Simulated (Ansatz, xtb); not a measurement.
Relaxing a trial structure of CH4Ge

The starting geometry of this gas-phase singlet has its atoms placed at random.

```xyz
6

C    -1.0847   -1.5183   -0.7241
Ge    1.0513   -1.2597    1.1216
H    -1.6097   -0.8109   -1.0382
H    -0.2661   -0.4733    1.8658
H     0.3427    0.6399    0.8810
H    -0.3169   -1.1204   -1.4961
```

Task: Guess where an optimisation with r2SCAN-D4/def2-SVP ends from this start.

Result: It ends as `[CH3][GeH]`. Distances that change by over a tenth: C1–H3 (0.94 → 1.11 Å). Contacts that close: C1–Ge2 (2.83 → 1.99 Å), C1–H5 (3.04 → 1.11 Å).

The energy falls by 7.64 eV over 20 steps:

```json
{"step": "1", "E − E(last) (eV)": "7.643"}
{"step": "3", "E − E(last) (eV)": "4.248"}
{"step": "5", "E − E(last) (eV)": "2.645"}
{"step": "7", "E − E(last) (eV)": "1.466"}
{"step": "9", "E − E(last) (eV)": "0.260"}
{"step": "12", "E − E(last) (eV)": "0.013"}
{"step": "14", "E − E(last) (eV)": "0.004"}
{"step": "16", "E − E(last) (eV)": "0.000"}
{"step": "18", "E − E(last) (eV)": "0.000"}
{"step": "20", "E − E(last) (eV)": "0.000"}
```

Final geometry (Å):

| atom | x (Å) | y (Å) | z (Å) |
| --- | --- | --- | --- |
| C | -0.3659 | -0.7114 | -0.4520 |
| Ge | 0.4927 | -1.5718 | 1.1247 |
| H | -1.4612 | -0.8490 | -0.3974 |
| H | -0.3497 | -0.6912 | 2.1614 |
| H | -0.1992 | 0.3806 | -0.4134 |
| H | -0.0002 | -1.1000 | -1.4134 |

From the same start GFN2-xTB reaches the same bonding as this run.

From so rough a start the end depends on the optimiser's path, so another program may land elsewhere. No frequencies were run, so the end isn't proven a minimum. Run with Ansatz 0.2.0, 20 s on 2 threads of Arm Neoverse V1 (shared host).
